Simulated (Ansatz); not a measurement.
CH7BFNO2Si (SMILES CN([SiH2]F)B(O)O), singlet, geometry from GFN2-xTB; CASSCF(4,4)/STO-3G (Ansatz, a quantum-chemistry and plane-wave program).

Here is a job for Ansatz.
Ansatz 0.2 input:
```yaml
crystal:
  periodic: [false, false, false]
  atoms:
    - {symbol: Si, position_ang: [-1.58698379, 0.07625341, 0.08289077]}
    - {symbol: F, position_ang: [-1.46445149, 1.68341846, 0.14866959]}
    - {symbol: N, position_ang: [-0.00968010, -0.59806189, -0.05345089]}
    - {symbol: C, position_ang: [0.03016377, -2.05168966, -0.16315141]}
    - {symbol: B, position_ang: [1.27063855, 0.10921484, -0.03840095]}
    - {symbol: O, position_ang: [2.44450180, -0.56468128, -0.10306681]}
    - {symbol: O, position_ang: [1.36705231, 1.44975692, 0.03689863]}
    - {symbol: H, position_ang: [-2.37318755, -0.17850813, -1.11802566]}
    - {symbol: H, position_ang: [-2.22578932, -0.28645495, 1.34262668]}
    - {symbol: H, position_ang: [0.54853869, -2.35584856, -1.07630723]}
    - {symbol: H, position_ang: [0.53687209, -2.49362920, 0.69942211]}
    - {symbol: H, position_ang: [-0.97969942, -2.45363577, -0.20084242]}
    - {symbol: H, position_ang: [2.38541941, -1.51635863, -0.15010349]}
    - {symbol: H, position_ang: [0.54683479, 1.93601354, 0.07914810]}
basis:
  gaussian:
    orbitals: STO-3G
hamiltonian:
  xc: hf
magnetization: {spin_polarized: false}
correlation: {active_space: {window: {electrons: 4, orbitals: 4}}}
```

The log (banner, timings and long lists left out):

```
Functional definition: HF
625 factors; integrals over basis functions are off by at most 5.4e-5 eV
mean field evaluation 1: about -17713.3147 eV, gradient 3.2e1 eV
mean field evaluation 2: about -17713.5642 eV, gradient 3.3e1 eV
mean field evaluation 4: about -17717.3836 eV, gradient 1.8e0 eV
mean field evaluation 8: about -17717.3972 eV, gradient 5.0e-5 eV
mean field -17717.39718914 eV, -651.1023374179 hartree, gradient 8.3e-7 eV, S^2 0.000000; 0 other end points of the search recorded, 0 dependent functions left out
reference -17717.39718914 eV, -651.1023374179 hartree; 32, 32 occupied and 14, 14 virtual orbitals, 625 factors
state -17718.09297120 eV, -651.1279069369 hartree
Total energy: -17718.09297120 eV, -651.1279069369 hartree
```
